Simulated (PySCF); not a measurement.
C₄H₆F₂, SMILES [C@H](/C=C\F)(C)F. Atoms are numbered in the order given.

```xyz
12

C     -1.7361    -0.6297    -0.1886
C     -0.7191     0.3867    -0.6765
F     -0.6243     1.3942     0.2809
C      0.6397    -0.2068    -0.9299
C      1.5046    -0.5387     0.0304
F      1.2295    -0.3890     1.3286
H     -1.3828    -1.0824     0.7499
H     -2.7034    -0.1379    -0.0054
H     -1.8790    -1.4279    -0.9326
H     -1.0791     0.8636    -1.6071
H      0.9593    -0.3781    -1.9619
H      2.5040    -0.9532    -0.1406
```

Geometry: r2SCAN-D4/def2-SVP. The structure was generated by enumeration; whether it is a known compound was not checked. One conformer was computed; it need not be the lowest.

Two levels are set side by side: PBE/pcSseg-1 (PySCF) and KT2/pcSseg-1 (PySCF). GIAO shifts against CFCl3 (¹⁹F), TMS (¹H), TMS (¹³C) at the same level; non-relativistic, no solvent, atoms listed together averaged. Differences are taken from unrounded values.

| quantity | KT2 | PBE | PBE minus KT2 |
|---|---|---|---|
| δ(¹³C) of C1 (ppm) | 26.6 | 26.5 | -0.1 |
| δ(¹³C) of C2 (ppm) | 90.3 | 93.2 | 2.9 |
| δ(¹⁹F) of F3 (ppm) | -218.4 | -215.2 | 3.2 |
| δ(¹³C) of C4 (ppm) | 113.1 | 120.0 | 6.9 |
| δ(¹³C) of C5 (ppm) | 156.3 | 163.7 | 7.5 |
| δ(¹⁹F) of F6 (ppm) | -133.6 | -119.6 | 14.0 |
| δ(¹H) of H10 (ppm) | 5.22 | 5.29 | 0.07 |
| δ(¹H) of H11 (ppm) | 5.21 | 5.34 | 0.13 |
| δ(¹H) of H12 (ppm) | 7.08 | 7.12 | 0.04 |

Rough cost on one machine, each run with all the roots and properties that it gave: KT2 against PBE within a factor of 2.
